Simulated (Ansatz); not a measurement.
Ansatz (a quantum-chemistry and plane-wave program) was given this input:
Ansatz 0.2 input:
```yaml
crystal:
  periodic: [false, false, false]
  atoms:
    - {symbol: B, position_ang: [0.00000000, 0.00000000, 0.00000000]}
    - {symbol: H, position_ang: [-0.78935573, -0.82329958, -0.45703408]}
    - {symbol: H, position_ang: [0.16226976, -0.21027872, 1.19968171]}
    - {symbol: H, position_ang: [-0.45033333, 1.13195784, -0.16017538]}
    - {symbol: H, position_ang: [1.07741931, -0.09837954, -0.58247225]}
basis:
  gaussian:
    orbitals: pc-1.json
hamiltonian:
  xc: blyp
total_charge: -1
```
The basis file holds pc-1 in the JSON format of the Basis Set Exchange.

Problem. What total energy does BLYP/pc-1 (Ansatz) give?

Solution. -27.2126 Eh

Problem. Give the number of basis functions at the level BLYP/pc-1.

Solution. 34

A gas-phase anion may not be bound at this level; its values then depend on the basis.
